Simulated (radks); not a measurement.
Q: Hf+, configuration [Xe] 4f14 5d1 6s2. Method: scalar-relativistic Kohn-Sham, PBE, spin-polarised, spherical densities, finite nucleus; open shells are filled with parallel spins first (spin-orbit coupling, left out, can overturn this in heavy ions); Fermi nuclear charge, rms radius 5.347 fm; hard spherical wall at 10 bohr; computed with a radial shooting solver on a logarithmic mesh with Libxc functionals. Some entries of the table are withheld. Estimate them.

| orbital | occ. | eigenvalue (eV) | <1/r> (bohr^-1) | <r> (bohr) |
|---|---|---|---|---|
| 1s down | 1 | -65274.62 | 83.78 | 0.01899 |
| 1s up | 1 | -65274.62 | 83.78 | 0.01899 |
| 2s up | 1 | -11171.57 | 19.56 | 0.08038 |
| 2s down | 1 | -11171.53 | 19.56 | 0.08038 |
| 2p up | 3 | -9812.558 | 17.85 | 0.07172 |
| 2p down | 3 | -9812.532 | 17.85 | 0.07172 |
| 3s up | 1 | -2552.633 | 7.238 | 0.2087 |
| 3s down | 1 | -2552.631 | 7.238 | 0.2087 |
| 3p up | 3 | -2146.452 | 6.712 | 0.2085 |
| 3p down | 3 | -2146.448 | 6.712 | 0.2085 |
| 3d up | 5 | -1665.155 | 6.350 | 0.1890 |
| 3d down | 5 | -1665.138 | 6.350 | 0.1890 |
| 4s up | 1 | -521.6484 | 3.066 | 0.4683 |
| 4s down | 1 | -521.6290 | 3.066 | 0.4683 |
| 4p up | 3 | -388.3639 | 2.792 | 0.4977 |
| 4p down | 3 | -388.3466 | 2.792 | 0.4977 |
| 4d up | 5 | -215.9683 | 2.475 | 0.5352 |
| 4d down | 5 | -215.9453 | 2.475 | 0.5352 |
| 5s up | 1 | -76.4482 | 1.173 | 1.134 |
| 5s down | 1 | -76.0722 | 1.176 | 1.131 |
| 5p up | 3 | -44.9458 | 0.9788 | 1.335 |
| 5p down | 3 | -44.4210 | 0.9822 | 1.331 |
| 4f up | 7 | -26.1600 | 1.917 | 0.6767 |
| 4f down | 7 | -26.0678 | 1.920 | 0.6743 |
| 6s up | 1 | -12.0607 | 0.4075 | 3.094 |
| 6s down | 1 | -11.5851 | 0.4015 | 3.134 |
| 5d up | 1 | (1) | 0.6022 | 2.159 |
| 5d down | 0 | (2) | 0.5985 | 2.182 |
| 6p up | 0 | -7.0199 | 0.3152 | 3.954 |
| 6p down | 0 | -6.7227 | 0.3088 | 4.019 |
| 7s up | 0 | -2.5896 | 0.2202 | (3) |
| 7s down | 0 | -2.4542 | 0.2197 | (4) |
| 5f up | 0 | 0.1918 | 0.1927 | 5.750 |
| 5f down | 0 | 0.3022 | 0.1895 | 5.818 |

A: 
(1) 5d up eigenvalue (eV): -10.9712
(2) 5d down eigenvalue (eV): -10.3210
(3) 7s up <r> (bohr): 5.843
(4) 7s down <r> (bohr): 5.867
